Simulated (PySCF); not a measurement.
CuI, singlet, at a GFN2-xTB geometry (such geometries of metal compounds can be far from the true shape) (core potentials on I). Base run: DF-M062X/def2-SVP (PySCF).

PySCF was given this input:
```python
from pyscf import gto, scf, dft

mol = gto.Mole()
mol.atom = '''
    Cu   -0.000000   -0.000000   -1.554080
    I     0.000000    0.000000    0.850346
'''
mol.basis = 'def2-svp'
mol.ecp = {'I': 'def2-svp'}
mol.charge = 0
mol.spin = 0
mol.verbose = 4
mol.build()

mf = dft.RKS(mol)
mf.xc = 'm062x'
mf = mf.density_fit(auxbasis='def2-universal-jkfit')
mf.kernel()
```

The base run was repeated with changes; each row names its change, and settings that it needs were set with it.

| change | basis functions | E (Eh) | HOMO (eV) | HOMO-LUMO gap (eV) | dipole (D) | core-seconds (rough) |
|---|---|---|---|---|---|---|
| base | 57 | -1937.90995 | -7.62 | 5.54 | 5.71 | 4 |
| basis = LANL2DZ | 30 | -207.56531 | -7.75 | 5.22 | 5.32 | 2 |
| basis = def2-SV(P) | 50 | -1937.90963 | -7.61 | 5.52 | 5.73 | 3 |
| basis = def2-SVPD | 69 | -1937.91699 | -7.81 | 5.45 | 5.59 | 4 |
| basis = def2-TZVP | ? | ? | ? | ? | ? | 6 |
| basis = def2-TZVPD | ? | ? | ? | ? | ? | 7 |
| basis = def2-TZVPP | 114 | -1938.15590 | -7.93 | 5.54 | 5.12 | 7 |
| basis = def2-QZVP | 166 | -1938.20183 | -7.94 | 5.60 | 5.19 | 10 |
| basis = def2-QZVPP | 182 | -1938.20199 | -7.94 | 5.60 | 5.16 | 20 |

Some entries are withheld; supply them.


- basis = def2-TZVP, basis functions: 95
- basis = def2-TZVP, E (Eh): -1938.15501
- basis = def2-TZVP, HOMO (eV): -7.91
- basis = def2-TZVP, HOMO-LUMO gap (eV): 5.53
- basis = def2-TZVP, dipole (D): 5.24
- basis = def2-TZVPD, basis functions: 107
- basis = def2-TZVPD, E (Eh): -1938.15572
- basis = def2-TZVPD, HOMO (eV): -7.95
- basis = def2-TZVPD, HOMO-LUMO gap (eV): 5.47
- basis = def2-TZVPD, dipole (D): 5.15

Totals compare only among sets that treat the same electrons; sets with core potentials leave the core out.
